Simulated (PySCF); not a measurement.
PySCF 2.14 output of an unrestricted r2SCAN calculation on a single atom or ion in x2c-QZVPPall (11s8p5d4f1g, 97 functions), with the spin-free X2C one-electron Hamiltonian (Gaussian nucleus):

```
SCF conv_tol = 1e-09
number electrons alpha = 18  beta = 14
    J. W. Furness, A. D. Kaplan, J. Ning, J. P. Perdew, and J. Sun.,  J. Phys. Chem. Lett. 11, 8208-8215 (2020)
    J. W. Furness, A. D. Kaplan, J. Ning, J. P. Perdew, and J. Sun.,  J. Phys. Chem. Lett. 11, 9248-9248 (2020)
    J. W. Furness, A. D. Kaplan, J. Ning, J. P. Perdew, and J. Sun.,  J. Phys. Chem. Lett. 11, 8208-8215 (2020)
    J. W. Furness, A. D. Kaplan, J. Ning, J. P. Perdew, and J. Sun.,  J. Phys. Chem. Lett. 11, 9248-9248 (2020)
cycle= 1 E= -2428.4343062203  delta_E= -0.0124  |g|= 0.074  |ddm|= 0.113
cycle= 2 E= -2428.43425327114  delta_E= 5.29e-05  |g|= 0.0838  |ddm|= 0.0333
cycle= 3 E= -2428.4347391344  delta_E= -0.000486  |g|= 0.0019  |ddm|= 0.0127
cycle= 4 E= -2428.43473951555  delta_E= -3.81e-07  |g|= 0.000337  |ddm|= 0.000608
cycle= 5 E= -2428.4347395256  delta_E= -1e-08  |g|= 4.29e-06  |ddm|= 0.000144
cycle= 6 E= -2428.4347395256  delta_E= -2.73e-12  |g|= 4.97e-07  |ddm|= 5.6e-06
converged SCF energy = -2428.4347395256  <S^2> = 6.0015355  2S+1 = 5.0006142
```

The run itself started from symmetry-adapted Hartree-Fock orbitals and held the occupation by maximum overlap, on a logarithmic radial grid, so the iterations belong to that start.

Which element, charge and spin multiplicity is this?

Se²⁺ (selenium, charge +2), multiplicity 5; the state was [Ar] 3d10 4s1 4p3, high-spin 5S determinant (an excited configuration).
